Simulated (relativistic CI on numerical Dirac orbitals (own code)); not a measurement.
## Tb3+ (4f8) in a crystal field

Calculated by Dirac-Coulomb-Breit CI, KLI orbitals optimised for each configuration, model QED, valence Slater integrals scaled by 0.75, one configuration in a parametric crystal field (own radial code).

Field parameters in Wybourne normalisation. The field is a parameter set, without covalency.

S is read from ⟨S²⟩ = S(S + 1).

Powder χT (cm³ K mol⁻¹) by Van Vleck's formula, with temperature-independent terms:

| Field | 2 K | 5 K | 10 K | 20 K | 50 K | 100 K | 200 K | 300 K |
| --- | --- | --- | --- | --- | --- | --- | --- | --- |
| D3d, B20 = -920, B40 = -180, B43 = 720, B60 = 770, B63 = 730, B66 = -530 cm⁻¹ | 1.46 | 3.62 | 6.49 | 8.84 | 10.5 | 11.1 | 11.5 | 11.6 |
| D4h, B20 = 1320, B40 = -1020, B44 = -1430, B60 = 730, B64 = -930 cm⁻¹ | 9.99 | 10 | 10.1 | 10.2 | 10.4 | 10.8 | 11.3 | 11.4 |

Q: For D3d, B20 = -920, B40 = -180, B43 = 720, B60 = 770, B63 = 730, B66 = -530 cm⁻¹: what effective moment follows at 300 K?

A: μ_eff = √(8χT) = 9.62 μB. The LS value g√(J(J + 1)) of the free ion's 7F_6 level is 9.72 μB.
